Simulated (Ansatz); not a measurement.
System: C$_{3}$H$_{10}$NSi, charge 0, multiplicity 2. It need not be the lowest isomer of its formula. SMILES: [CH2][Si](C)(C)N
Structure (B3LYP-D3(BJ)/def2-TZVP (Ansatz, a first-principles code) minimum search):
```
Si
N 1 1.7402
H 2 1.0098 1 118.84
H 2 1.0098 3 109.64 1 -141.36
C 1 1.8526 2 113.53 3 -68.73
H 5 1.0861 1 123.15 2 88.00
H 5 1.0861 6 113.57 1 175.24
C 1 1.8717 2 106.67 3 51.02
H 8 1.0917 1 110.87 2 58.31
H 8 1.0921 9 108.32 1 -122.06
H 8 1.0932 9 107.86 10 -116.00
C 1 1.8718 2 106.63 3 171.51
H 12 1.0917 1 110.87 2 -58.19
H 12 1.0920 13 108.32 1 122.06
H 12 1.0932 13 107.86 14 116.00
```
Charge 0, spin multiplicity 2.

Computed values are from Ansatz. Cores are frozen in the correlated levels unless marked. UHF or UKS for open shells. Spin-orbit coupling is left out. No relativistic terms. CBS(X,Y): correlation extrapolated as X^-3; Hartree-Fock from the larger set.

Q: What is the total energy at CCSD(T)/CBS(cc-pV(T+d)Z,cc-pV(Q+d)Z)?

A: -463.9504 Eh.

Q: What is the T1 diagnostic at CCSD/cc-pV(Q+d)Z?

A: 0.011.

Q: What is the atomisation energy De at CCSD(T)/CBS(cc-pV(T+d)Z,cc-pV(Q+d)Z)?

A: 5547.5 kJ/mol.

Q: What is the dipole moment at CCSD(T)/aug-cc-pV(D+d)Z?

A: 0.74 D.
